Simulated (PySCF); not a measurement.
Compound: C2H7NSi.
SMILES: `C=N[SiH2]C`

Torsions of this conformer, `[CH2:1]=[N:2][SiH2:3][CH3:4]`: C1–N2–Si3–C4 122°.

The closed-shell ground state was solved at several levels (PySCF, density fitting, gas phase, non-relativistic). One conformer (not necessarily the lowest) at the PBE0-D3(BJ)/def2-SVP geometry, without solvent, vibrations or thermal averaging.

```json
{"level": "PBE0/def2-SVPD", "basis functions": "140", "total energy (Eh)": "-424.1930", "HOMO (eV)": "-7.07", "LUMO (eV)": "-0.89", "gap (eV)": "6.18", "dipole (D)": "1.16"}
{"level": "mPW1PW91/pcSseg-2", "basis functions": "249", "total energy (Eh)": "-424.7105", "HOMO (eV)": "-7.11", "LUMO (eV)": "-0.92", "gap (eV)": "6.19", "dipole (D)": "1.18"}
```

(1) What might PBE0/pcSseg-1 (110 basis functions) give for the same quantities?

(2) How far do the dipole and the HOMO energy spread over the levels?

Answers

(1) Total energy -424.3466 Eh, HOMO -7.02 eV, LUMO -0.77 eV, gap 6.25 eV, dipole 1.24 D.

(2) The dipole runs from 1.16 to 1.24 D (mean 1.19 D) and the HOMO from -7.11 to -7.02 eV.
